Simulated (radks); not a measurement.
Task: Nb3+, 38 electrons, occupied as [Kr] 4d1 5p1 (not the ground configuration). Method: Dirac Kohn-Sham, LDA (Slater exchange, Perdew-Wang correlation), spin-unpolarised, spherical densities, finite nucleus; open shells fill j = l - 1/2 first; Fermi nuclear charge, rms radius 4.324 fm; computed with a radial shooting solver on a logarithmic mesh with Libxc functionals. Some entries of the table are withheld. Estimate them.

orbital  occ.  eigenvalue (eV)  r(max) (bohr)  <r> (bohr)
1s1/2       2              (1)        0.02352         (2)
2s1/2       2        -2663.637         0.1335      0.1579
2p1/2       2        -2449.313         0.1039         (3)
2p3/2       4        -2353.712         0.1076         (4)
3s1/2       2        -474.8406         0.3962      0.4438
3p1/2       2        -394.1133            (5)      0.4390
3p3/2       4        -378.5938            (6)      0.4496
3d3/2       4        -235.5070         0.3321      0.4309
3d5/2       6        -232.6124         0.3348      0.4344
4s1/2       2         -94.0939          1.024       1.137
4p1/2       2         -71.1238          1.091       1.238
4p3/2       4         -68.8306          1.115       1.265
4d3/2       1         -34.9025          1.362       1.646
4d5/2       0         -34.6442          1.371       1.657
5p1/2       1              (7)          2.852       3.085
5p3/2       0              (8)          2.904       3.135

Result: 
(1) 1s1/2 eigenvalue (eV): -18809.66
(2) 1s1/2 <r> (bohr): 0.03613
(3) 2p1/2 <r> (bohr): 0.1347
(4) 2p3/2 <r> (bohr): 0.1392
(5) 3p1/2 r(max) (bohr): 0.3833
(6) 3p3/2 r(max) (bohr): 0.3926
(7) 5p1/2 eigenvalue (eV): -22.4169
(8) 5p3/2 eigenvalue (eV): -22.0141
